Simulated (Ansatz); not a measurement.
Ansatz (a first-principles code) input:

Ansatz 0.2 input:
```yaml
crystal:
  periodic: [false, false, false]
  atoms:
    - {symbol: C, position_ang: [-0.63563820, -1.75274687, -1.82161337]}
    - {symbol: Sn, position_ang: [-0.04156820, -0.36585482, -0.32676471]}
    - {symbol: C, position_ang: [-0.14657115, 1.74918038, -1.05036621]}
    - {symbol: C, position_ang: [-1.52386656, -0.23583937, 1.34567026]}
    - {symbol: C, position_ang: [1.89823115, -0.19485616, 0.92878390]}
    - {symbol: H, position_ang: [-0.54077906, -2.75432829, -1.36112061]}
    - {symbol: H, position_ang: [0.16473226, -1.73533752, -2.58543612]}
    - {symbol: H, position_ang: [0.05213957, 2.45900632, -0.25349816]}
    - {symbol: H, position_ang: [-1.13131031, 1.97021214, -1.44980713]}
    - {symbol: H, position_ang: [0.57343522, 1.93800486, -1.84195044]}
    - {symbol: H, position_ang: [-2.53393833, -0.14386275, 0.95909024]}
    - {symbol: H, position_ang: [-1.49742647, -1.12112633, 1.97527876]}
    - {symbol: H, position_ang: [-1.33611740, 0.62254318, 1.98303436]}
    - {symbol: H, position_ang: [2.06195136, -1.10121255, 1.50785009]}
    - {symbol: H, position_ang: [2.76247383, -0.06106142, 0.28167751]}
    - {symbol: H, position_ang: [1.87093639, 0.63939658, 1.62105043]}
basis:
  gaussian:
    orbitals: def2-TZVP
hamiltonian:
  xc: b3lyp
  dispersion: d3bj
total_charge: -1
relax: {f_tol: 0.002, max_steps: 150}
```

What final total energy does it print?

-373.47521 Eh (B3LYP-D3(BJ)/def2-TZVP). The basis has 240 functions.

It need not be the lowest isomer of its formula. Whether it binds its extra electron was not tested at this geometry.
